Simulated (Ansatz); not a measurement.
Z-matrix (Å, degrees):
```
C
O 1 1.410
H 1 1.095 2 111.5
H 1 1.095 2 111.1 3 121.5
H 1 1.091 2 108.0 3 -119.5
Si 2 1.625 1 126.4 3 -49.7
F 6 1.590 2 104.2 1 178.6
C 6 1.849 2 114.4 1 -63.4
Se 6 2.277 2 107.4 1 61.5
H 8 1.092 6 111.0 2 -177.1
H 8 1.093 6 109.6 2 -57.7
H 8 1.092 6 111.0 2 62.4
H 9 1.468 6 92.3 2 -155.0
```

The species carries charge 0 and has multiplicity 1.

(1) List the PBE/def2-TZVPP orbital energies in eV (Ansatz 0.2.0). (An estimate is asked.)

Answers

(1) Computed: Occupied: -12302.19, -1781.08, -1562.18, -1402.96, -1402.93, -1402.88, -659.71, -510.58, -270.40, -268.90, -205.17, -150.52, -150.40, -150.25, -138.61, -95.39, -95.37, -95.30, -53.62, -53.60, -53.47, -53.39, -53.37, -29.48, -25.65, -17.99, -17.32, -17.20, -13.33, -11.93, -11.41, -11.31, -10.62, -10.37, -10.09, -10.07, -9.63, -9.18, -7.82, -7.59, -6.84, -6.05. Lowest empty: -0.88, -0.02, 0.44, 0.70, 0.84, 1.24, 2.00, 2.12.
